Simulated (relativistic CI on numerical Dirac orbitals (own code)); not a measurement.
# Ne: calculation against measurement

Computed by Dirac-Coulomb-Breit CI, orbitals from a KLI potential per configuration, model QED (radiative potential, 1s self-energy scaled to tabulated hydrogen-like ionisation energies), valence Slater integrals scaled by 0.85, P86 correlation energy added to each configuration (own radial code, finite nucleus).

CI space (outside the closed core 1s2 2s2): 2p6, 2p5.3s, 2p5.3p, 2p5.4s, 2p5.3d, 2p5.4p, 2p5.4d, 2p5.4f. Levels of other configurations are missing.

```
Configuration  Term (tabulated)  J  Measured (cm⁻¹)  Computed  Error  Purity (%)
          2p6                1S  0              0.0         0      0         100
       2p5.3s           2[3/2]°  2         134041.8    127481  -6561         100
       2p5.3s           2[3/2]°  1         134459.3    127888  -6571          93
       2p5.3s           2[1/2]°  0         134818.6    128244  -6575         100
       2p5.3s           2[1/2]°  1         135888.7    129260  -6628          93
       2p5.3p            2[1/2]  1         148257.8    141573  -6685          97
       2p5.3p            2[5/2]  3         149657.0    142424  -7233         100
       2p5.3p            2[5/2]  2         149824.2    142578  -7247          74
       2p5.3p            2[3/2]  1         150121.6    142837  -7284          64
       2p5.3p            2[3/2]  2         150315.9    142990  -7326          53
       2p5.3p            2[3/2]  1         150772.1    143424  -7348          43
       2p5.3p            2[3/2]  2         150858.5    143526  -7332          44
       2p5.3p            2[1/2]  0         150917.4    143551  -7366          99
       2p5.3p            2[1/2]  1         151038.5    143660  -7378          65
       2p5.3p            2[1/2]  0         152970.7    146557  -6413          93
       2p5.4s           2[3/2]°  2         158601.1    152167  -6434         100
       2p5.4s           2[3/2]°  1         158796.0    152386  -6410          61
       2p5.4s           2[1/2]°  0         159380.0    152930  -6450         100
       2p5.4s           2[1/2]°  1         159534.6    153121  -6414          61
       2p5.3d           2[1/2]°  0         161509.6    154274  -7236         100
       2p5.3d           2[1/2]°  1         161524.2    154291  -7233          84
       2p5.3d           2[7/2]°  4         161590.3    154338  -7252         100
       2p5.3d           2[7/2]°  3         161592.1    154345  -7247          55
       2p5.3d           2[3/2]°  2         161607.3    154356  -7251          62
       2p5.3d           2[3/2]°  1         161636.6    154397  -7240          58
       2p5.3d           2[5/2]°  2         161699.7    154431  -7268          43
       2p5.3d           2[5/2]°  3         161701.4    154433  -7269          72
       2p5.3d           2[5/2]°  2         162408.7    155133  -7275          71
       2p5.3d           2[5/2]°  3         162410.2    155137  -7273          40
       2p5.3d           2[3/2]°  2         162420.0    155143  -7277          38
       2p5.3d           2[3/2]°  1         162435.7    155165  -7271          59
       2p5.4d           2[7/2]°  4         167000.0    160661  -6339         100
```

Measured levels from NIST Handbook of Basic Atomic Spectroscopic Data (Sansonetti and Martin, J. Phys. Chem. Ref. Data 34, 1559 (2005)); pairs were made by configuration, J and term (by order where the table uses no LS term), so strongly mixed levels may be paired wrongly.

Mean error by configuration (cm⁻¹): 2p5.3s -6584; 2p5.3p -7161; 2p5.4s -6427; 2p5.3d -7258; 2p5.4d -6339. Over the excited levels the mean absolute error is 7003 cm⁻¹ (31 of the 31 excited levels that our extract of the source holds in range could be paired), and the median relative error of those above 1,000 cm⁻¹ is 4.5 %.

Transition probabilities of persistent lines. The last column rescales the computed rate by the cube of measured over computed energy:

| λ measured (Å) | Lower | Upper | A tabulated (s⁻¹) | A computed | A rescaled |
| --- | --- | --- | --- | --- | --- |
| 615.63 vacuum | 2p6 1S_0 | 2p5.3d 2[3/2]°_1 | 3.80e+07 | 3.72e+07 | 4.27e+07 |
| 618.67 vacuum | 2p6 1S_0 | 2p5.3d 2[3/2]°_1 | 9.29e+07 | 7.23e+07 | 8.29e+07 |
| 619.10 vacuum | 2p6 1S_0 | 2p5.3d 2[1/2]°_1 | 3.30e+07 | 1.54e+07 | 1.77e+07 |
| 626.82 vacuum | 2p6 1S_0 | 2p5.4s 2[1/2]°_1 | 7.41e+07 | 1.19e+08 | 1.35e+08 |
| 629.74 vacuum | 2p6 1S_0 | 2p5.4s 2[3/2]°_1 | 4.80e+07 | 7.62e+07 | 8.63e+07 |
| 735.90 vacuum | 2p6 1S_0 | 2p5.3s 2[1/2]°_1 | 6.12e+08 | 4.93e+08 | 5.73e+08 |
| 743.72 vacuum | 2p6 1S_0 | 2p5.3s 2[3/2]°_1 | 4.86e+07 | 3.90e+07 | 4.54e+07 |
| 5400.56 air | 2p5.3s 2[3/2]°_1 | 2p5.3p 2[1/2]_0 | 9.00e+05 | 2.55e+06 | 2.49e+06 |
| 5852.49 air | 2p5.3s 2[1/2]°_1 | 2p5.3p 2[1/2]_0 | 6.82e+07 | 7.76e+07 | 7.48e+07 |
| 6030.00 air | 2p5.3s 2[3/2]°_1 | 2p5.3p 2[1/2]_1 | 5.61e+06 | 6.07e+06 | 7.05e+06 |
| 6074.34 air | 2p5.3s 2[3/2]°_1 | 2p5.3p 2[1/2]_0 | 6.03e+07 | 5.47e+07 | 6.35e+07 |
| 6143.06 air | 2p5.3s 2[3/2]°_2 | 2p5.3p 2[3/2]_2 | 2.82e+07 | 3.01e+07 | 3.48e+07 |
| 6163.59 air | 2p5.3s 2[1/2]°_0 | 2p5.3p 2[1/2]_1 | 1.46e+07 | 1.52e+07 | 1.77e+07 |
| 6217.28 air | 2p5.3s 2[3/2]°_2 | 2p5.3p 2[3/2]_1 | 6.37e+06 | 6.80e+06 | 7.81e+06 |
| 6266.49 air | 2p5.3s 2[1/2]°_0 | 2p5.3p 2[3/2]_1 | 2.49e+07 | 2.63e+07 | 3.06e+07 |
| 6382.99 air | 2p5.3s 2[3/2]°_1 | 2p5.3p 2[3/2]_1 | 3.21e+07 | 3.22e+07 | 3.71e+07 |
| 6402.25 air | 2p5.3s 2[3/2]°_2 | 2p5.3p 2[5/2]_3 | 5.14e+07 | 5.04e+07 | 5.76e+07 |
| 6506.53 air | 2p5.3s 2[3/2]°_1 | 2p5.3p 2[5/2]_2 | 3.00e+07 | 2.86e+07 | 3.27e+07 |
| 6598.95 air | 2p5.3s 2[1/2]°_1 | 2p5.3p 2[1/2]_1 | 2.32e+07 | 2.13e+07 | 2.48e+07 |
| 6929.47 air | 2p5.3s 2[1/2]°_1 | 2p5.3p 2[3/2]_2 | 1.74e+07 | 1.40e+07 | 1.63e+07 |
| 7032.41 air | 2p5.3s 2[3/2]°_2 | 2p5.3p 2[1/2]_1 | 2.53e+07 | 3.02e+07 | 3.10e+07 |
| 7173.94 air | 2p5.3s 2[1/2]°_1 | 2p5.3p 2[5/2]_2 | 2.87e+06 | 3.23e+06 | 3.70e+06 |
| 7245.17 air | 2p5.3s 2[3/2]°_1 | 2p5.3p 2[1/2]_1 | 9.35e+06 | 1.04e+07 | 1.07e+07 |
| 8377.61 air | 2p5.3p 2[5/2]_3 | 2p5.3d 2[7/2]°_4 | 5.10e+07 | 5.30e+07 | 5.32e+07 |
| 8654.38 air | 2p5.3p 2[3/2]_2 | 2p5.3d 2[5/2]°_3 | 4.45e+07 | 4.63e+07 | 4.56e+07 |
| 8783.75 air | 2p5.3p 2[1/2]_1 | 2p5.3d 2[3/2]°_2 | 3.13e+07 | 3.66e+07 | 3.56e+07 |
